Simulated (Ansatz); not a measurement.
Input for Ansatz (a program for electronic structure): R-PBE0/def2-TZVPPD on HBr (SMILES Br) with ghost functions. Files ending in .json are basis or fitting sets from the Basis Set Exchange.

Ansatz 0.2 input:
```yaml
crystal:
  periodic: [false, false, false]
  atoms:
    - {symbol: Br, position_ang: [-1.11772540, -0.24016679, 4.07982834]}
    - {symbol: H, position_ang: [-0.80672421, -0.22541877, 2.67452318]}
basis:
  gaussian:
    orbitals: def2-TZVPPD.json
    ghost_atoms:
      - {symbol: As, position_ang: [-0.24589795, -0.19971429, 0.14388447]}
      - {symbol: H, position_ang: [-0.93105301, 0.73324079, -0.84218941]}
      - {symbol: H, position_ang: [-0.41634523, -1.41915382, -0.74823450]}
      - {symbol: H, position_ang: [1.14502960, 0.10943673, -0.38686969]}
hamiltonian:
  xc: {name: PBE0}
scf: {lower_state_search: off}
```

Program output:

```
WARN ansatz: RAYON_NUM_THREADS=1 ignored (pool sized by the plan → 1); use --threads N
Functional definition: PBE0
these checks for a lower state are left out or cut short: stability, starts, cluster_reference, orbital_swaps, neighbouring_geometries, increment
integrals: 0.09 GiB planned
1086 factors; their error is unknown
mean field: 0.76 GiB planned
mean field evaluation 1: about -70054.1903 eV, gradient 6.6e0 eV
mean field evaluation 2: about -70054.2547 eV, gradient 3.8e0 eV
mean field evaluation 4: about -70054.2959 eV, gradient 7.9e-2 eV
mean field evaluation 8: about -70054.6147 eV, gradient 2.0e-2 eV
mean field -70054.61473236 eV, -2574.4596066909 hartree, gradient 9.0e-6 eV, S^2 0.000000; 0 other end points of the search recorded, 0 dependent functions left out
reference -70054.61476190 eV, -2574.4596077764 hartree; 18, 18 occupied and 161, 161 virtual orbitals, 1086 factors
Total energy: -70054.61476190 eV, -2574.4596077764 hartree
Checks for a lower state left out: stability, starts, cluster_reference, orbital_swaps, neighbouring_geometries, increment
```

The calculation finished and met its thresholds.

Cost: roughly 2.8 core-seconds.
